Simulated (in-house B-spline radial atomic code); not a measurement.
Results of a calculation; reference values are marked as such.
## Making a Troullier-Martins d channel for Tc, r_c = 1.58 bohr

Tc, [Kr] 4d5 5s2, non-relativistic LDA (VWN5), spherical and spin-unpolarised, from an all-electron radial atomic-structure program (B-spline basis) (atomic units). The all-electron 4d level is ε = -0.270263 hartree, its outermost node lies just inside 0.51 bohr and its outer maximum at 1.26 bohr.

Inside r_c the pseudo-orbital is u(r) = r^3 exp(p(r)), with p = c0 + c2 r² + c4 r⁴ + … + c12 r¹². The seven coefficients follow from p and its first four derivatives at r_c, from zero curvature of the screened potential at the origin, c4 = −c2²/(2l + 5), and from the norm inside r_c. At r_c the all-electron orbital has P = 0.7554845, P' = -0.2925596, the screened potential V = -1.775211, V' = 2.799023, V'' = -6.073253, and the norm inside is Q = 0.5203504.

(1) What are p, p' and p'' at r_c?

For a trial c2 the five matching conditions are linear in c0, c6, c8, c10 and c12, and c2 is varied until the norm inside r_c equals Q. The root nearest zero gives:

```json
{"n": "0", "c_n": "0.9996666"}
{"n": "2", "c_n": "-1.293323"}
{"n": "4", "c_n": "-0.1858538"}
{"n": "6", "c_n": "0.2925998"}
{"n": "8", "c_n": "-0.1180662"}
{"n": "10", "c_n": "0.02251136"}
{"n": "12", "c_n": "-0.001713487"}
```

(2) Check c4 and p(r_c), and find the screened pseudopotential at the origin.

Orbitals and screened potentials:

```tsv
r (bohr)	P	u	V all-electron	V pseudo
0.158	-0.2936	0.01038	-152.8	-9.316
0.395	-0.23	0.1364	-33.85	-9.079
0.632	0.2792	0.4036	-13.93	-8.058
0.869	0.6383	0.6627	-7.247	-6.149
1.106	0.7897	0.7937	-4.223	-4.076
1.343	0.8064	0.8066	-2.653	-2.617
1.58	0.7555	0.7555	-1.775	-1.775
```

Logarithmic derivatives P'/P at R = 1.88 bohr, for energies E around ε:

```tsv
E − ε (hartree)	all-electron	pseudo
-0.5	0.510857	0.510648
-0.25	0.0801048	0.0800198
-0.1	-0.262627	-0.262645
0	-0.546642	-0.546641
0.1	-0.895713	-0.895744
0.25	-1.61253	-1.61288
0.5	-4.06728	-4.07186
```

(3) With P(R) = 0.6548154 and a norm of 0.6704504 inside R, what slope in energy does norm conservation fix?

Answers

(1) p = ln(P/r_c^3) = ln(0.7554845/3.94431) = -1.65267. p' = P'/P − 3/r_c = -0.38725 − 1.89873 = -2.28598. The radial equation gives p'' = 2(V − ε) − 2(3) p'/r_c − p'² = -3.00990 − (-8.68094) − 5.22571 = 0.44533. Differentiating, p''' = 2V' + 2(3)p'/r_c² − 2(3)p''/r_c − 2p'p'' = 0.44869, and p'''' = 2V'' − 4(3)p'/r_c³ + 4(3)p''/r_c² − 2(3)p'''/r_c − 2p''² − 2p'p''' = -3.1002.

(2) −c2²/9 = -0.185854, as listed. The terms c_n r_c^n are 0.99967, -3.22865, -1.15824, 4.55215, -4.58545, 2.18259, -0.41473, which sum to -1.65267. Inverting the radial equation, V_l(r) = ε + 3 p'/r + (p'' + p'²)/2, so V_l(0) = ε + (2l + 3) c2 = -0.270263 + 7 × (-1.29332) = -9.3235 hartree, finite where the all-electron potential diverges.

(3) d(P'/P)/dE = −2 × (norm inside R)/P(R)² = -3.1272 per hartree·bohr at E = ε, for both atoms, since orbital and norm agree at R. Differences over ±0.1 hartree give -3.1654 (all-electron) and -3.1655 (pseudo), which also hold third-order terms. Half a hartree below ε the two curves differ by -0.0002.
